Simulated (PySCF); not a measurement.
H4Sn, triplet, at the geometry of the source list (a higher spin typed on purpose: for a closed-shell molecule this is an excited state) (core potentials on Sn).

Here is a job for PySCF.
```python
from pyscf import gto, scf, dft

mol = gto.M(
    atom='''
Sn   -0.00040000   -0.00240000    0.00050000
H    -1.07600000    1.12680000   -0.50160000
H     0.24570000   -1.08960000   -1.19940000
H    -0.58840000   -0.76120000    1.32790000
H     1.41910000    0.72650000    0.37260000
''',
    basis='def2-svp',
    ecp={'Sn': 'def2-svp'},
    spin=2,
    verbose=4,
)

mf = dft.UKS(mol)
mf.xc = 'r2scan'
mf.kernel()
mf.analyze()
```

Question: What does this run give for the nuclear repulsion energy, number of basis functions, total energy, <S^2>?

Answer: 
```json
{
 "nuclear_repulsion_energy": "29.6131 Eh",
 "number_of_basis_functions": "46",
 "total_energy": "-216.4357 Eh",
 "<S^2>": "2.002"
}
```

These values belong to the state on which the SCF converged, which isn't shown to be the lowest.

Question: Roughly what does it cost on one core?

Answer: around 15 core-seconds (rough).
